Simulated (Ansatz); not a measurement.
The Sn1–H2 bond of H3NSn (SMILES [NH2][SnH]) is stretched (multiplicity 1, the rest rigid).
Geometry at rest (charge 0, multiplicity 1):
```xyz
5

Sn    -0.1193     0.1766     0.2440
H     -0.5727     1.3686    -1.0102
N      0.6764    -1.0557    -1.1574
H      0.7003    -0.8664    -2.1480
H      1.1017    -1.9447    -0.9411
```

Cores are frozen in the correlated methods. Filled d and f shells under p-block atoms count as core.

Codes used: Ansatz (Gaussian basis) for Hartree–Fock, density functionals and correlated methods. Values without a source in brackets are computed. In def2 rows elements past Kr take small-core potentials, without spin–orbit coupling.

FIC-MRCISD+Q on CASSCF(2,2)/def2-TZVPP, total energies (hartree):

```tsv
R (Å)	CASSCF	MRCISD	weight c² of the reference
1.789	-269.583072	-269.875466	0.90345
3.130	-269.511660	-269.795881	0.90389
5.724	-269.489610	-269.771217	0.90468
```

Task: Add the Davidson correction (E_MRCISD − E_CASSCF)(1 − c²)/c² and give the energies above the first point at the three levels.

Result: 
Corrections (hartree): -0.031248, -0.030222, -0.029670. Above the first point (kcal/mol):
- R = 3.130 Å: CASSCF 44.8, MRCISD 49.9, with the correction 50.6
- R = 5.724 Å: CASSCF 58.6, MRCISD 65.4, with the correction 66.4

Ansatz is a first-principles code.
